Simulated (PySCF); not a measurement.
## H2B2O, SMILES `B(B)=O` (charge 0, multiplicity 1)

Level of theory: PBE-D3(BJ)/def2-TZVP // B3LYP-D3(BJ)/def2-TZVP run with PySCF.

```json
{
  "HOMO": "-8.52 eV",
  "dipole_moment": "2.71 D",
  "HOMO–LUMO gap": "4.06 eV",
  "LUMO": "-4.46 eV",
  "total_energy": "-126.0155 Ha",
  "cost": "around 10 core-seconds (rough)"
}
```

```xyz
5

B     -0.6277     0.0074     0.3969
B      0.9393    -0.0111    -0.1734
O      2.0707    -0.0244    -0.5855
H     -1.2100    -1.0098     0.5831
H     -1.1722     1.0378     0.6207
```
